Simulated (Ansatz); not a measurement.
A made-up structure of MgGeH$_{4}$, closed shell:

```xyz
6
angstrom
Mg -0.3201 0.7138 -0.2923
Ge 0.6712 -1.4987 0.6130
H 1.2494 -2.7897 1.1410
H -1.8004 0.5139 -1.1451
H 0.7151 1.5374 -1.3916
H -0.6695 1.8682 0.9340
```

It is relaxed with PBE-D4/def2-SVP and then PBE0-D4/def2-TZVP (Ansatz 0.2.0). Atoms count as bonded within 1.22 times the sum of their covalent radii (H–H: 0.88 Å). The end point is not checked to be a true minimum.

(1) Does its bonding change? (A judgement: the text doesn't fix the answer.)

Results:

(1) By the calculation: Yes. Formed: Ge2–H4, Ge2–H5, Ge2–H6; broken: Mg1–Ge2, Mg1–H4, Mg1–H5, Mg1–H6.

Where it ends: The first stage lowers the energy by 5.06 eV in 16 steps. It ends as a complex of GeH₄ + Mg:
```tsv
atom	x (Å)	y (Å)	z (Å)
Mg1	-1.3105	2.9342	-1.1975
Ge2	0.2322	-0.5199	0.2122
H3	0.8201	-1.8344	0.7493
H4	-1.0810	-0.8068	-0.5289
H5	1.2282	0.1339	-0.7557
H6	-0.0434	0.4378	1.3798
```

For scale, one of the runs: PBE0-D4/def2-TZVP relaxation, 104 basis functions, launched by `ansatz run in.yaml --threads 2 --pin off --events-out ev --progress --plain --max-ram 4352MiB`. Hardware: 2 CPU threads of an Intel Xeon 6975P-C, shared host. Wall time about 4.9 s.
